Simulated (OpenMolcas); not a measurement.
**d3 ions of charge +3 down a group on the Y site of Cs2NaYF6**

| Property | Result |
| --- | --- |
| Program | OpenMolcas 26.06 |
| Method | CASSCF |
| Spin-orbit coupling | state interaction with AMFI integrals over the reference wave functions |

The d shell is active. Each dopant is a cluster with its nearest anions in model potentials and point charges, with no relaxation. Distances were set from a Shannon-type radius of the metal (high-spin where two are listed) plus a fixed donor radius (F 1.31 Å), in hosts weighted 0.65 to 0.35 with the host's distance in the model lattice. Ligand basis ANO-RCC-VDZP, DKH2 Hamiltonian. States (labels of O, the rotations of Oh). Energies in cm-1 above the lowest state or level, χT in cm3 K/mol; 10Dq and B are least-squares fits to the states below 45000 cm-1, weighted by degeneracy, with a free offset, and given where the rms deviation is under 5 % of |10Dq| (or 100 cm-1) and under 700 cm-1. Spin-only χT is S(S+1) / 2 for the spin of the ground state.

```tsv
Ion	Shell	R (Å)	Metal basis	Ground state	First state of that spin	10Dq	B (rms of fit)	First gap with spin-orbit (degeneracies)	χT at 300 K	First state of another spin	Spin-only χT
Cr3+	3d3	2.014	ANO-RCC-VTZP	4A2	4T2 11461	11353	1084 (55)	11357 (4, 2)	1.819	2E 19513	1.875
Mo3+	4d3	2.062	ANO-RCC-VTZP	4A2	4T2 24047	23916	736 (60)	14505 (4, 4)	1.766	2E 14582	1.875
```

|10Dq| changes by a factor of 23916 / 11353 = 2.11 from Cr3+ to Mo3+.

B goes from 1084 cm-1 (Cr3+) to 736 cm-1 (Mo3+).

χT departs most from the spin-only value for Mo3+, by -0.109 cm3 K/mol.

Without dynamic correlation the repulsion within the d shell is too large (B by tens of per cent), so at a given field states of lower spin stand too high. Ligand-to-metal charge-transfer states are missing. With no ligand orbital active B as a rule stays too high, so bands that hang on it stand too high and its fall with covalency is understated. With metal d orbitals alone and no dynamic correlation 10Dq can be off by a tenth to a fifth, either way, in oxide and fluoride hosts (holds for Cr3+). The least metal-like active orbital is 84 % on the metal (Löwdin) and no ligand orbital is active, so the numbers are rough (holds for Mo3+). With metal d orbitals alone the field can be off either way by tens of per cent (holds for Mo3+). No measured value stands beside these numbers; the geometry was set by hand and not optimised.
